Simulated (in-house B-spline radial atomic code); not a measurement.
**RPA and G0W0 on LDA exchange-only: the calcium ion Ca¹³⁺**

Configuration [He] 2s2 2p3, highest spin, mean-field start LDA exchange-only. Computed with an all-electron radial atomic-structure program (B-spline basis): all electrons, non-relativistic, point nucleus, each spin shell either full or empty, empty states to l = 9 with an (l + 1/2)⁻⁴ tail; G0W0 by contour deformation at full frequency.

Command:
```bash
python run_gw.py task.json out
```
Settings (radii: box in bohr, nucleus in fm):
```
Z                        20
electrons                7
configuration            [He] 2s2 2p3
hamiltonian              nr
method                   lda,
lmax                     9
spin_polarised           True
box_radius               5.53
intervals                46
```

Cost of the run: 1.1 s on 1 thread of Arm Neoverse N1 (shared host).

Energies (hartree):

```csv
term,value
mean-field total,-565.70166
Hartree-Fock functional on these orbitals,-567.96502
direct second order,-0.46838
second-order exchange,0.24338
SOSEX correction,0.21813
```

Question: What is the RPA correlation energy, and what remains with SOSEX?

Answer: RPA gives -0.42496 hartree (-1.65 eV per electron); RPA + SOSEX gives -0.20683, and the second-order doubles -0.22499 hartree (no singles). SOSEX takes back 51 % of the RPA value.

Quasi-particle levels (eV):

```csv
level,occupied,mean field,Σx - vxc,Σc,QP weight,G0W0
2p up,yes,-779.47,-41.50,?,?,?
2s down,yes,-814.84,-29.73,-4.39,0.980,-848.96
2p down,no,-753.71,31.78,-4.02,0.988,-725.95
```

G0W0 = mean field + (Σx - vxc) + Σc, with Σc (partial-wave tail included) taken at the quasi-particle energy. Levels of low weight are left out.

Question: Where does G0W0 put 2p up?

Answer: At -818.44 eV, with Σc = 2.53 eV and a quasi-particle weight of 0.976. The tabulated removal energy is 817.2 ± 0.6 eV (NIST, semi-empirical); the calculation leaves out relativity, Breit and QED terms, and what these don't explain is the method's own error.
